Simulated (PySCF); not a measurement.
**Core-level binding energies of SiBrMe3**

Species: SiBrMe3, C3H9BrSi.
Z-matrix (Å and degrees, PBE0-D3(BJ)/def2-SVP geometry), rows numbered from 1:
```
Si
Br  1  2.2570
C   1  1.8713  2  107.19
H   3  1.1004  1  110.92  2   -58.12
H   3  1.1024  1  110.15  2  -178.02
H   3  1.1004  1  110.87  2    62.11
C   1  1.8713  2  107.28  3  -119.90
H   7  1.1004  1  110.93  2   -61.39
H   7  1.1022  1  110.20  2   178.71
H   7  1.1004  1  110.92  2    58.81
C   1  1.8710  2  107.28  3   120.00
H  11  1.1003  1  110.97  2    61.31
H  11  1.0999  1  110.84  2   -58.83
H  11  1.1024  1  110.26  2  -178.75
```

Theory: delta-SCF UKS SCAN, pcX-2 on the ionised atom, pcseg-1 elsewhere, spin-free X2C in PySCF 2.14.0. Binding energies are ΔSCF values: E(core-ionised, relaxed orbitals) − E(ground state) at a fixed geometry, referred to the vacuum level.

Problem. List the computed XPS lines with their assignment.

Solution. 
```
  atom(s)   bonded to     level  binding energy (eV)  2p1/2 (eV)  count
      Si1  Br and 3 C  Si 2p3/2               106.88      107.51      1
      Si1  Br and 3 C     Si 1s              1846.79           –      1
C3/C7/C11  3 H and Si      C 1s               290.24           –      3
```

Problem. Which effective nuclear charge Zeff reproduces each element's mean 1s value in the hydrogen-like formula E = 13.606 eV × Zeff²?

Solution. C (Z = 6): mean 290.2 eV, Zeff = 4.62, Z − Zeff = 1.38; Si (Z = 14): mean 1846.8 eV, Zeff = 11.65, Z − Zeff = 2.35. Means run over the listed sites, weighted by atom count.

The first atom of each set that the bonding makes equivalent was ionised and stands for the set. The 2p values aren't plain energy differences: one relaxed spin-free 2p hole is combined with a matrix within the shell (ground-state 2p orbital-energy differences and spin–orbit coupling). 2p3/2, the mean of its two sublevels, lies a third of the splitting below the shell's mean and 2p1/2 two thirds above it; the statistical areas are 2:1. 2p1/2 minus 2p3/2 (ligand field included): Si 0.63 eV. No level of bromine is listed. Geometry: PBE0-D3(BJ)/def2-SVP; no solvent, vibrations or thermal averaging.
